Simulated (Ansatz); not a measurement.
Several settings on one geometry of `Cn1cccc1-c1cccn1C` (that of the charge 0 singlet, r2SCAN-D4/def2-SVP). Ansatz on 6 threads of Intel Xeon on a shared host; times are rough.

Cartesian coordinates in Å:
```
C -2.020 0.873 -1.383
N -1.777 -0.176 -0.417
C -2.680 -1.162 -0.104
C -2.110 -2.000 0.839
C -0.814 -1.497 1.112
C -0.620 -0.359 0.326
C 0.512 0.547 0.241
C 0.558 1.943 0.231
C 1.919 2.334 0.166
C 2.673 1.173 0.138
N 1.823 0.096 0.176
C 2.256 -1.284 0.144
H -2.693 0.493 -2.165
H -2.484 1.760 -0.920
H -1.071 1.180 -1.843
H -3.657 -1.187 -0.584
H -2.582 -2.875 1.284
H -0.098 -1.890 1.833
H -0.308 2.599 0.304
H 2.310 3.350 0.148
H 3.751 1.023 0.089
H 3.184 -1.357 -0.441
H 1.482 -1.903 -0.330
H 2.445 -1.680 1.156
```

Totals from different functionals, basis sets or treatments of relativity can't be compared as stabilities.

HSE06 is defined as in plane-wave codes, on full-range PBE exchange.

The spins typed aren't always the lowest for that charge.

(1) Give the basis size and estimate the energy, ⟨S²⟩ and time of these runs.

```
run                       method  charge    state                                                                                                                                      further keys
  1         RKS HSE06-D4/cc-pVDZ       0  singlet                                                                                                       scf: {omitted_lower_state_checks: [starts]}
  2      RKS ωB97X-V/aug-cc-pVDZ       0  singlet                                                                                         scf: {omitted_lower_state_checks: [starts]}; forces asked
  3  UKS HSE06-D3(BJ)/def2-mTZVP       1  doublet  final_grid: {core_spheres: 5, valence_spheres: 4, degree: 11}; pseudopotentials: {relativity: none}; scf: {omitted_lower_state_checks: [starts]}
```

Answers

(1) 
```
run  functions  energy (Eh)  ⟨S²⟩  wall time
  1        228    -497.2187     –      4.3 s
  2        384    -497.6958     –       41 s
  3        264    -497.0527  0.76       12 s
```
